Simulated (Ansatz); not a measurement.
`CC#[C][GeH3]` and `CC#CCF` differ in one atom or group.

Ansatz, PBE0-D4/def2-TZVP geometries, multiplicity 1. 

Scalar relativity is left out up to krypton.

```json
{"property": "HOMO–LUMO gap (B3LYP/def2-TZVPP) / eV", "`CC#[C][GeH3]`": "7.67"}
{"property": "HOMO energy (PBE/def2-TZVPP) / eV", "`CC#[C][GeH3]`": "-6.39"}
{"property": "LUMO energy (PBE0/def2-TZVPP) / eV", "`CC#[C][GeH3]`": "0.53"}
{"property": "HOMO energy (B3LYP/def2-TZVPP) / eV", "`CC#[C][GeH3]`": "-7.35"}
{"property": "HOMO–LUMO gap (ωB97M-V/def2-TZVPP) / eV", "`CC#[C][GeH3]`": "12.32"}
{"property": "size of the dipole moment (PBE/def2-TZVPP) / D", "`CC#[C][GeH3]`": "1.17"}
```

(1) Give the same properties after the change, and the shifts. (Estimate.)

## Answers

(1) Computed: 
| property | `CC#CCF` | shift |
| --- | --- | --- |
| HOMO–LUMO gap (B3LYP/def2-TZVPP) / eV | 7.53 | -0.14 |
| HOMO energy (PBE/def2-TZVPP) / eV | -6.32 | 0.07 |
| LUMO energy (PBE0/def2-TZVPP) / eV | 0.45 | -0.08 |
| HOMO energy (B3LYP/def2-TZVPP) / eV | -7.34 | 0.01 |
| HOMO–LUMO gap (ωB97M-V/def2-TZVPP) / eV | 12.27 | -0.05 |
| size of the dipole moment (PBE/def2-TZVPP) / D | 2.17 | 1.00 |

Dipoles are sizes alone; their direction can turn.

B3LYP here is the variant with VWN-RPA as its local correlation; programs differ in this.
